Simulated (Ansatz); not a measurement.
Born–Oppenheimer molecular dynamics of C$_{3}$H$_{8}$SSi (13 atoms, charge 0, multiplicity 1). It starts from a relaxed structure.

These are results of Ansatz, RKS PBE0-D4/STO-3G, not measurements.

```
ensemble        : NVT, Nosé–Hoover chain
time step       : 0.5 fs
steps asked     : 266
set temperature : 300 K
thermostat      : time constant 100 fs, chain length 3 (defaults)
seed            : 926137
```

Frames 2.5 fs apart, positions in Å.

Velocities at 0.0 fs (Å/ps):

```
C 1.31 -3.27 -0.88
Si -0.73 2.39 2.07
C 1.24 -3.90 -2.93
C 4.50 -3.10 0.76
S -1.36 1.19 -0.23
H -24.26 -10.80 19.00
H 6.91 7.14 -36.06
H 1.44 8.44 -1.87
H -17.73 32.35 -18.17
H -18.68 4.34 -3.56
H 10.18 -7.09 19.44
H 21.86 -5.00 -20.41
H -0.21 -11.33 27.44
```

```xyz
13
Properties=species:S:1:pos:R:3 time_fs=0.0 energy_less_start_eV=0.000 T=300
C -1.369 -0.771 -0.688
Si -0.162 0.063 0.474
C 1.518 -0.747 0.331
C -0.021 1.881 0.024
S -0.469 3.145 0.917
H -2.366 -0.327 -0.611
H -1.460 -1.837 -0.458
H -1.043 -0.682 -1.729
H -0.644 -0.050 1.831
H 1.918 -0.653 -0.683
H 1.459 -1.814 0.568
H 2.239 -0.293 1.018
H 0.420 2.051 -0.979
13
Properties=species:S:1:pos:R:3 time_fs=2.5 energy_less_start_eV=0.140 T=203
C -1.367 -0.778 -0.691
Si -0.164 0.069 0.479
C 1.521 -0.757 0.325
C -0.011 1.873 0.028
S -0.472 3.148 0.917
H -2.409 -0.360 -0.567
H -1.442 -1.835 -0.542
H -1.042 -0.658 -1.733
H -0.690 0.029 1.795
H 1.873 -0.645 -0.697
H 1.484 -1.826 0.611
H 2.290 -0.305 0.966
H 0.429 2.028 -0.931
13
Properties=species:S:1:pos:R:3 time_fs=5.0 energy_less_start_eV=0.138 T=203
C -1.368 -0.779 -0.694
Si -0.165 0.074 0.483
C 1.524 -0.768 0.322
C -0.004 1.867 0.037
S -0.475 3.150 0.915
H -2.388 -0.411 -0.541
H -1.421 -1.881 -0.600
H -1.053 -0.620 -1.732
H -0.743 0.094 1.797
H 1.834 -0.655 -0.727
H 1.505 -1.817 0.631
H 2.325 -0.309 0.914
H 0.472 2.023 -0.958
13
Properties=species:S:1:pos:R:3 time_fs=7.5 energy_less_start_eV=0.243 T=131
C -1.369 -0.782 -0.698
Si -0.167 0.078 0.487
C 1.526 -0.775 0.320
C 0.003 1.865 0.046
S -0.478 3.151 0.914
H -2.365 -0.452 -0.528
H -1.387 -1.903 -0.633
H -1.080 -0.563 -1.731
H -0.787 0.137 1.819
H 1.793 -0.694 -0.750
H 1.516 -1.813 0.628
H 2.342 -0.298 0.868
H 0.512 2.028 -0.977
13
Properties=species:S:1:pos:R:3 time_fs=10.0 energy_less_start_eV=0.168 T=183
C -1.363 -0.791 -0.703
Si -0.169 0.080 0.492
C 1.527 -0.778 0.316
C 0.013 1.869 0.049
S -0.480 3.151 0.911
H -2.402 -0.467 -0.514
H -1.338 -1.871 -0.647
H -1.118 -0.497 -1.731
H -0.801 0.151 1.821
H 1.752 -0.755 -0.753
H 1.518 -1.834 0.617
H 2.349 -0.273 0.832
H 0.517 2.030 -0.927
13
Properties=species:S:1:pos:R:3 time_fs=12.5 energy_less_start_eV=0.234 T=138
C -1.357 -0.794 -0.707
Si -0.172 0.080 0.498
C 1.524 -0.780 0.312
C 0.023 1.877 0.049
S -0.482 3.150 0.908
H -2.421 -0.487 -0.501
H -1.279 -1.863 -0.652
H -1.159 -0.439 -1.728
H -0.782 0.134 1.801
H 1.720 -0.819 -0.760
H 1.512 -1.845 0.611
H 2.348 -0.245 0.803
H 0.524 2.041 -0.877
13
Properties=species:S:1:pos:R:3 time_fs=15.0 energy_less_start_eV=0.178 T=177
C -1.355 -0.787 -0.709
Si -0.174 0.078 0.504
C 1.518 -0.783 0.308
C 0.030 1.886 0.055
S -0.484 3.149 0.905
H -2.385 -0.534 -0.489
H -1.218 -1.895 -0.661
H -1.191 -0.405 -1.722
H -0.750 0.089 1.799
H 1.702 -0.867 -0.777
H 1.505 -1.826 0.627
H 2.338 -0.228 0.776
H 0.571 2.067 -0.900
13
Properties=species:S:1:pos:R:3 time_fs=17.5 energy_less_start_eV=0.152 T=196
C -1.350 -0.780 -0.710
Si -0.176 0.075 0.507
C 1.506 -0.785 0.301
C 0.038 1.895 0.059
S -0.486 3.148 0.902
H -2.373 -0.592 -0.457
H -1.168 -1.880 -0.684
H -1.208 -0.395 -1.721
H -0.720 0.025 1.840
H 1.695 -0.891 -0.779
H 1.498 -1.804 0.678
H 2.327 -0.224 0.750
H 0.615 2.088 -0.922
13
Properties=species:S:1:pos:R:3 time_fs=20.0 energy_less_start_eV=0.103 T=231
C -1.340 -0.773 -0.708
Si -0.176 0.072 0.508
C 1.491 -0.786 0.292
C 0.049 1.903 0.056
S -0.489 3.149 0.900
H -2.408 -0.648 -0.409
H -1.129 -1.824 -0.721
H -1.213 -0.397 -1.728
H -0.685 -0.048 1.889
H 1.694 -0.898 -0.769
H 1.492 -1.789 0.753
H 2.321 -0.222 0.727
H 0.621 2.087 -0.879
13
Properties=species:S:1:pos:R:3 time_fs=22.5 energy_less_start_eV=0.180 T=178
C -1.335 -0.763 -0.704
Si -0.176 0.069 0.509
C 1.474 -0.787 0.285
C 0.061 1.906 0.053
S -0.492 3.150 0.898
H -2.404 -0.705 -0.379
H -1.084 -1.815 -0.759
H -1.219 -0.396 -1.731
H -0.634 -0.118 1.901
H 1.699 -0.912 -0.774
H 1.484 -1.757 0.817
H 2.312 -0.218 0.709
H 0.625 2.073 -0.836
13
Properties=species:S:1:pos:R:3 time_fs=25.0 energy_less_start_eV=0.199 T=165
C -1.333 -0.752 -0.698
Si -0.176 0.066 0.510
C 1.460 -0.789 0.282
C 0.068 1.904 0.057
S -0.495 3.153 0.897
H -2.356 -0.754 -0.376
H -1.037 -1.835 -0.790
H -1.238 -0.377 -1.721
H -0.577 -0.173 1.871
H 1.702 -0.946 -0.783
H 1.474 -1.715 0.849
H 2.293 -0.207 0.691
H 0.672 2.065 -0.864
13
Properties=species:S:1:pos:R:3 time_fs=27.5 energy_less_start_eV=0.243 T=135
C -1.326 -0.750 -0.694
Si -0.174 0.065 0.510
C 1.448 -0.788 0.279
C 0.074 1.898 0.063
S -0.498 3.156 0.896
H -2.353 -0.787 -0.373
H -1.006 -1.804 -0.804
H -1.269 -0.335 -1.702
H -0.536 -0.210 1.849
H 1.692 -0.997 -0.769
H 1.460 -1.703 0.862
H 2.268 -0.185 0.674
H 0.713 2.051 -0.887
```

Of the whole run (133 fs, mean temperature of the second half 179 K): The conserved energy stayed within 0.24 meV per atom of its start (net change 0.24 meV per atom), so the integration is sound. The mean temperature of the second half is 40 % below the set value. A run of 0.13 ps of so small a system gives no equilibrium averages. Limits of this set-up: minimal basis.

Time of the run: 9.3 min on 1 thread of Arm Neoverse V1 (shared host), peak memory 0.096 GiB.
